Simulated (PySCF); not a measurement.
A PySCF script (with the pyscf-properties extension) for the NMR shieldings of SMILES CN[Si@@H]1CC=N1, C3H8N2Si, on a GFN2-xTB geometry:

```python
import basis_set_exchange as bse
import numpy as np
from pyscf import gto, dft
from pyscf.prop import nmr

atoms = """
C    -2.429170    0.212294    0.265334
N    -1.096503    0.733032    0.444606
Si    0.208358    0.445689   -0.621661
C     1.739699   -0.510983    0.066464
C     2.354582    0.840635   -0.063393
N     1.493100    1.683821   -0.479919
H    -2.375192   -0.710273   -0.305466
H    -2.883082   -0.003448    1.234896
H    -3.076701    0.912325   -0.271999
H    -1.087292    1.590577    0.975243
H    -0.166768    0.097144   -1.986368
H     2.231338   -1.273020   -0.534498
H     1.707263   -0.853490    1.098513
H     3.379689    1.115251    0.156082
"""
names = dict.fromkeys(["C", "N", "Si", "H"], "pcSseg-1")
basis = {el: gto.basis.parse(bse.get_basis(n, elements=[el], fmt="nwchem")) for el, n in names.items()}
mol = gto.M(atom=atoms, basis=basis, charge=0, verbose=0)
mf = dft.RKS(mol, xc="PBE0")
mf.grids.level = 2
mf.grids.alignment = dft.numint.BLKSIZE   # the property module wants whole blocks of grid points
mf.conv_tol = 1e-9
mf.kernel()

calc = nmr.RKS(mf)   # GIAO
C = mf.mo_coeff
Co = C[:, mf.mo_occ > 0]
resp = mf.gen_response(singlet=True, hermi=2)
def vind(x):   # induced exchange potential for any number of trial vectors
    d = np.einsum("pi,xij,qj->xpq", C, 2 * x.reshape(-1, C.shape[1], Co.shape[1]), Co, optimize=True)
    return np.einsum("xpq,pi,qj->xij", resp(d - d.transpose(0, 2, 1)), C, Co, optimize=True).ravel()
mo1, _ = nmr.rhf.solve_mo1(calc, with_cphf=vind)
sigma = calc.kernel(mo1)
for i, s in enumerate(sigma):   # ppm
    print("%2d %-2s %9.2f" % (i, mol.atom_pure_symbol(i), np.trace(s) / 3))
```

Question: What does it print?

Answer: 
```
 0 C     156.29
 1 N     242.96
 2 Si    354.81
 3 C     147.70
 4 C     -15.39
 5 N    -185.78
 6 H      29.15
 7 H      28.74
 8 H      28.63
 9 H      30.98
10 H      26.11
11 H      29.51
12 H      29.59
13 H      22.26
```

These numbers come from an equivalent density-fitted implementation of the same equations, which agrees with the script to about 0.01 ppm for H and up to a few tenths of a ppm for heavy atoms, so last digits may differ.

Size and cost of the density-fitted run: 149 basis functions, 15 s wall time on 1 thread of an Arm Neoverse V2, shared host; peak memory 0.71 GiB.
